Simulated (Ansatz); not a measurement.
# Strength of the N–Mg bond: C2H7MgN → C2H6N + MgH

Species: C2H7MgN `C[N](C)[MgH]`, singlet; C2H6N `C[N]C`, doublet; MgH, doublet. 

Shapes, held fixed at every level: PBE0-D4/def2-TZVP. Programs: Ansatz 0.2.0. The zero-point and thermal change to 298 K, harmonic and unscaled (PBE0-D4/def2-TZVP), is -9.8 kJ/mol.

```json
{"level": "PBE-D4/def2-TZVPP", "kind": "GGA", "ΔH(298 K) (kJ/mol)": "+267.8", "less CCSD(T)/def2-TZVPP": "-17.6"}
{"level": "wB97M-V/def2-TZVPP", "kind": "range-separated hybrid", "ΔH(298 K) (kJ/mol)": "+291.5", "less CCSD(T)/def2-TZVPP": "+6.1"}
{"level": "B2PLYP/def2-TZVPP", "kind": "double hybrid", "ΔH(298 K) (kJ/mol)": "+276.7", "less CCSD(T)/def2-TZVPP": "-8.7"}
{"level": "MP2/def2-SVP", "kind": "perturbation theory", "ΔH(298 K) (kJ/mol)": "+307.8", "less CCSD(T)/def2-TZVPP": "+22.4"}
{"level": "MP2/def2-TZVPP", "kind": "perturbation theory", "ΔH(298 K) (kJ/mol)": "+311.5", "less CCSD(T)/def2-TZVPP": "+26.1"}
{"level": "CCSD/def2-TZVPP", "kind": "coupled cluster or CI", "ΔH(298 K) (kJ/mol)": "+275.8", "less CCSD(T)/def2-TZVPP": "-9.6"}
{"level": "CCSD(T)/def2-TZVPP", "kind": "coupled cluster or CI", "ΔH(298 K) (kJ/mol)": "+285.4", "less CCSD(T)/def2-TZVPP": "0.0"}
```

The highest level, CCSD(T)/def2-TZVPP, gives ΔH(298 K) = +285.4 kJ/mol; the levels span +267.8 to +311.5. The column of differences is taken from that level and isn't an error. No measured value is set beside it here. Open shells run unrestricted unless RO is named. Correlated rows may include outer-core shells of Mg, which these sets cover unevenly.
